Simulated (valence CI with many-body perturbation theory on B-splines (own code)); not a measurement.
Hyperfine factors and g values of Co21+

Computed by valence CI with perturbative core correlation (CI+MBPT): four valence electrons over a frozen Dirac-Fock core [He], radial functions for each j: 11 s, 11 p, 10 d, 8 f, 5 g, 2 h, with the one-electron correlation potential Σ1, the two-electron term Σ2, the three-electron term Σ3, Breit, model QED; selected CI, second order for the rest, scaled by the run's own slope (own B-spline code, finite nucleus).

No measured levels were compared; by estimate levels of excited configurations hold to 0.05 to 0.15 % of their energy, terms of the ground configuration to about 0.5 %. Among the levels kept, up to 1100 cm⁻¹ of a level comes from second order outside the variational space, and about a tenth of that is noise between levels of different J, which matters for small intervals.

A/g_I is the dipole constant over the nuclear g factor μ/I (μ in nuclear magnetons, uniformly magnetised nucleus), B/Q the quadrupole constant per barn. Both hold the static response of the core; the bare values leave it out. Large factors of s and p1/2 electrons are usually good to 5 to 10 %; those of open d and f shells near neutrality can be off by tens of per cent, and small factors of p3/2, d and f electrons come from cancelling terms and can be off by a factor of two or in sign, in half-filled shells by more. B is blank for J = 1/2, where it vanishes, and for nearly pure S terms. Energies count from the lowest level. Levels with J = 0 are left out.

Names give the largest LS component (configuration and term), which can be under half, so a name can repeat, a term be missing and a line seem to break the LS rules; names also repeat where a configuration has a term twice. Letters in brackets count levels of one name in rising energy.

| Level | E (eV) | g | A/g_I (MHz) | A/g_I bare | B/Q (MHz/b) | B/Q bare |
| --- | --- | --- | --- | --- | --- | --- |
| 2s2.2p2 3P_1 | 11.2 | 1.497 | -2900 | -161 | 29400 | 29600 |
| 2s2.2p2 3P_2 | 17.1 | 1.358 | 56800 | 58400 | -11600 | -11600 |
| 2s2.2p2 1D_2 | 35.0 | 1.135 | 42600 | 43300 | 69900 | 70200 |
| 2s.2p3 5S°_2 | 66.2 | 1.973 | 136000 | 137000 |  |  |
| 2s.2p3 3D°_1 | 103.4 | 0.667 | -70900 | -68400 | 47500 | 47700 |
| 2s.2p3 3D°_2 | 103.7 | 1.237 | 106000 | 105000 | 78100 | 78400 |
| 2s.2p3 3D°_3 | 107.8 | 1.330 | 141000 | 140000 | -205 | -215 |
| 2s.2p3 3P°_1 | 123.8 | 1.369 | 158000 | 157000 | -48200 | -48400 |
| 2s.2p3 3P°_2 | 126.5 | 1.397 | 111000 | 111000 | -75500 | -75800 |
| 2s.2p3 3S°_1 | 145.2 | 1.778 | -49300 | -41600 | 1800 | 1810 |
| 2s.2p3 1D°_2 | 150.4 | 1.047 | 84900 | 84200 | -5430 | -5430 |
| 2s.2p3 1P°_1 | 168.3 | 1.170 | -10700 | -7330 | -579 | -598 |
| 2p4 3P_2 | 217.3 | 1.438 | 26500 | 30400 | 38000 | 38200 |
| 2p4 3P_1 | 231.3 | 1.497 | -7490 | -2790 | -28700 | -28800 |
| 2p4 1D_2 | 241.2 | 1.054 | 67000 | 67400 | -96000 | -96400 |
| 2s2.2p.3s 3P°_1 | 1039.2 | 1.377 | 161000 | 158000 | -8730 | -8760 |
| 2s2.2p.3s 3P°_2 | 1055.2 | 1.497 | 62900 | 63500 | 60300 | 60600 |
| 2s2.2p.3s 1P°_1 | 1058.2 | 1.115 | 7040 | 9700 | 38900 | 39000 |
| 2s2.2p.3p 3D_1 | 1061.3 | 0.686 | 111000 | 109000 | -2250 | -2260 |
| 2s2.2p.3p 3P_1 [a] | 1069.2 | 1.359 | -16900 | -16400 | 6740 | 6760 |
| 2s2.2p.3p 3D_2 | 1069.8 | 1.179 | 49700 | 49700 | 14400 | 14400 |
| 2s2.2p.3p 3P_1 [b] | 1081.8 | 1.187 | 26400 | 28100 | 10100 | 10100 |
| 2s2.2p.3p 3D_3 | 1083.6 | 1.332 | 23100 | 24200 | 77200 | 77600 |
| 2s2.2p.3p 3P_2 | 1084.7 | 1.351 | 38700 | 40000 | 19200 | 19300 |
| 2s2.2p.3p 3S_1 | 1084.7 | 1.767 | 27500 | 29600 | -6320 | -6350 |
| 2s2.2p.3d 3F°_2 | 1092.6 | 0.753 | 48000 | 47300 | 7700 | 7780 |
| 2s2.2p.3p 1D_2 | 1093.1 | 1.131 | 31400 | 32000 | 42000 | 42200 |
| 2s.2p2.3s 5P_1 | 1093.2 | 2.441 | 255000 | 253000 | -5230 | -5250 |
| 2s2.2p.3d 3F°_3 | 1097.8 | 1.114 | 29400 | 29100 | 3760 | 3850 |
| 2s2.2p.3d 3P°_2 [a] | 1098.4 | 1.214 | -23100 | -23000 | -7420 | -7390 |
| 2s2.2p.3d 3D°_1 | 1100.6 | 0.765 | -32800 | -32700 | -1160 | -1140 |
| 2s.2p2.3s 5P_2 | 1101.0 | 1.818 | 143000 | 143000 | 59000 | 59300 |

Take the isotope of mass number 59, with I = 7/2, μ = 4.615 μN and Q = 0.42 b. What is the hyperfine structure of 2s.2p3 3P°_1?

From the table A = 208000 MHz, B = -20200 MHz. Shifts from the centre of gravity in MHz: F = 5/2: -947000, F = 7/2: -194000, F = 9/2: 723000.
